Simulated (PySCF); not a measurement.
Species: C7H5NS.
SMILES: `c1ccc2scnc2c1`

Computed with PySCF, B3LYP/def2-SV(P) geometry optimisation, gas phase.

Masses are those of the commonest isotopes; rigid-rotor values at the optimised geometry. 

Q: What are A, B and C (MHz)?

A: Ia = 160.15, Ib = 380.64, Ic = 540.79 u·Å²; 505379 MHz·u·Å²/I gives A = 3156, B = 1328, C = 934.5 MHz.

Q: What kind of rotor is it?

A: An asymmetric top: κ = (2 × 1328 − 3156 − 934.5)/(3156 − 934.5) = -0.65.

Q: What does the inertial defect say?

A: Planar: Δ = Ic − Ia − Ib = 0.00 u·Å². For a rigid frame Δ = −2 Σ m c², so it vanishes when all atoms lie in the ab plane; here none is more than 0.01 Å from it.

Q: List the rotational levels J(Ka,Kc) to J = 3 (MHz).

A: Above 0(0,0):
J = 1: 1(0,1) 2262, 1(1,1) 4090, 1(1,0) 4483
J = 2: 2(0,2) 6730, 2(1,2) 8221, 2(1,1) 9401, 2(2,1) 14885, 2(2,0) 14942
J = 3: 3(0,3) 13297, 3(1,3) 14385, 3(1,2) 16739, 3(2,2) 21671, 3(2,1) 21948, 3(3,1) 31827, 3(3,0) 31832

Q: Which types of transition are allowed, and where do some lines up to J = 4 fall?

A: The dipole components are |μa| = 0.25 D, |μb| = 1.26 D, |μc| = 0.00 D; the mirror of this Cs structure is the ab plane, so μc vanishes by symmetry and there are no c-type lines. Intensities carry the squares of the components, which stand as 0.04 : 1.00 (a : b). Some lines, for components of 0.1 D or more:

```csv
type,branch,"J(Ka,Kc)",MHz,lower level (cm⁻¹)
a,Q,"4(1,3) ← 4(1,4)",3896,0.752
b,Q,"3(2,1) ← 3(1,2)",5209,0.558
b,Q,"2(2,1) ← 2(1,2)",6663,0.274
a,R,"3(2,2) ← 2(2,1)",6787,0.496
a,R,"4(3,2) ← 3(3,1)",9149,1.062
a,R,"4(3,1) ← 3(3,0)",9180,1.062
b,R,"4(1,4) ← 3(0,3)",9251,0.444
a,R,"4(2,2) ← 3(2,1)",9513,0.732
a,R,"4(1,3) ← 3(1,2)",9705,0.558
b,R,"3(2,1) ← 2(1,2)",13727,0.274
b,Q,"4(4,0) ← 4(3,1)",14047,1.368
b,R,"4(3,2) ← 3(2,1)",19028,0.732
b,R,"4(3,1) ← 3(2,2)",19341,0.723
```

Q: Estimate the classical rotational partition function at 10 K, 25 K and 100 K.

A: Point group Cs, symmetry number σ = 1; q = (√π/σ)·√((kT/h)³/(ABC)), k/h = 20836.6 MHz/K: 2690 at 10 K, 10600 at 25 K, 85200 at 100 K.

Not checked by B3LYP/def2-SV(P) frequencies. These are rigid-rotor constants of the computed structure; measured ground-state constants (B0) also hold zero-point vibration. Quadrupole hyperfine structure (14N) is left out.
